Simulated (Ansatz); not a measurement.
Gas-phase electronic energies from Ansatz, PBE0-D4/def2-TZVP geometries. CCSD(T)/CBS is the MP2 limit (def2-TZVPP, def2-QZVPP) plus CCSD(T) − MP2 in def2-TZVPP, frozen cores. One conformer a species, not always the lowest.

Consider the substitution at a C–C bond: `C=CCCCCCC` + `BN[SiH2][SiH3]` → `BN(C=C)[SiH2][SiH3]` + `CCCCCC`.

`C=CCCCCCC`:

Cartesian coordinates in Å:
```
C 0.439 -3.303 -1.887
C 0.279 -2.081 -1.399
C -1.040 -1.434 -1.136
C -1.310 -1.168 0.348
C -0.280 -0.291 1.050
C -0.124 1.099 0.453
C 0.833 1.981 1.237
C 0.994 3.366 0.635
H 1.423 -3.727 -2.053
H -0.414 -3.925 -2.143
H 1.165 -1.495 -1.161
H -1.093 -0.487 -1.686
H -1.838 -2.069 -1.534
H -1.371 -2.129 0.868
H -2.297 -0.701 0.440
H -0.569 -0.193 2.102
H 0.694 -0.793 1.057
H -1.107 1.585 0.402
H 0.229 1.027 -0.582
H 0.479 2.067 2.271
H 1.811 1.488 1.294
H 1.685 3.981 1.216
H 1.379 3.309 -0.387
H 0.035 3.892 0.596
```

`BN[SiH2][SiH3]`:

Z-matrix (Å, degrees):
```
Si
N 1 1.751
Si 1 2.344 2 111.0
H 1 1.490 2 109.6 3 120.2
H 1 1.483 2 107.1 3 -121.4
B 2 1.399 1 126.8 3 114.5
H 2 1.011 1 116.5 3 -63.9
H 3 1.488 1 110.6 2 -63.2
H 3 1.488 1 110.5 2 176.0
H 3 1.490 1 109.9 2 56.4
H 6 1.198 2 119.0 1 1.3
H 6 1.198 2 119.6 1 -178.7
```

`BN(C=C)[SiH2][SiH3]`:

Cartesian coordinates in Å:
```
B 2.385 -0.195 0.158
N 1.065 0.263 -0.011
C 0.666 0.817 -1.236
C -0.525 1.340 -1.508
Si -0.136 0.079 1.279
Si -1.872 -1.354 0.610
H 2.713 -0.671 1.203
H 3.150 -0.097 -0.759
H 1.441 0.788 -1.997
H -0.728 1.732 -2.496
H -1.323 1.413 -0.778
H -0.681 1.414 1.650
H 0.588 -0.487 2.440
H -2.460 -1.984 1.824
H -2.955 -0.634 -0.110
H -1.328 -2.423 -0.269
```

`CCCCCC`:

Z-matrix (Å, degrees):
```
C
C 1 1.520
H 1 1.094 2 111.0
H 1 1.092 2 111.3 3 119.9
H 1 1.093 2 111.8 3 -120.0
C 2 1.524 1 113.9 3 56.2
H 2 1.095 1 109.2 3 -65.2
H 2 1.096 1 109.5 3 179.5
C 6 1.526 2 115.1 1 60.0
H 6 1.096 2 108.8 1 -61.9
H 6 1.095 2 108.9 1 -176.7
C 9 1.524 6 115.1 2 57.2
H 9 1.096 6 108.4 2 179.3
H 9 1.095 6 109.5 2 -65.8
C 12 1.520 9 113.9 6 60.0
H 12 1.095 9 108.4 6 -178.2
H 12 1.096 9 109.8 6 -63.2
H 15 1.092 12 111.3 9 176.1
H 15 1.094 12 111.0 9 56.2
H 15 1.093 12 111.8 9 -63.8
```

```
         level  ΔE (eV)
 HF/def2-QZVPP     0.31
CCSD/CBS(def2)     0.18
```

What does CCSD(T)/CBS give? (Estimate.)

The calculation gave: +0.14 eV. The listed levels differ from it by 0.17, 0.04 eV.

Largest T1 diagnostic among the species: 0.014.

The D4 term adds −0.12 eV with B3LYP and −0.07 eV with PBE0; it sums over pairs of atoms, weighted by their polarisabilities, and B3LYP, whose exchange is more repulsive, gets the larger term. In def2-TZVPP, CCSD(T) changes the Hartree–Fock value by −0.17 eV (the triples alone add −0.04 eV) and MP2 by −0.19 eV.

B3LYP here is the variant with VWN-RPA as its local correlation; programs differ in this.
